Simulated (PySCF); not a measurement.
disilicon carbide (CSi₂), SMILES C(=[Si])=[Si] (connectivity only; charge and spin as stated), neutral, multiplicity 1.

The structure is a stationary point at r2SCAN-D4/def2-TZVP. A frequency run showed that this geometry is not a minimum.

Two levels are set side by side: TDA-PBE/def2-TZVPD (PySCF) and TDA-M06-2X/def2-TZVPD (PySCF). Vertical, same geometry. The lowest singlet is HOMO−1→LUMO+1 50 %, HOMO−2→LUMO 50 % with PBE and HOMO→LUMO+1 49 %, HOMO−1→LUMO 49 % with the other functional; states are paired by order. Differences are taken from unrounded values.

```json
[
 {"quantity": "lowest singlet excitation (eV)", "TDA-M06-2X": "2.69", "TDA-PBE": "2.85", "TDA-PBE minus TDA-M06-2X": "0.16"},
 {"quantity": "lowest triplet excitation (TDA) (eV)", "TDA-M06-2X": "2.24", "TDA-PBE": "2.21", "TDA-PBE minus TDA-M06-2X": "-0.03"}
]
```

Rough cost on one machine, each run with all the roots and properties that it gave: TDA-M06-2X against TDA-PBE about 9 times.
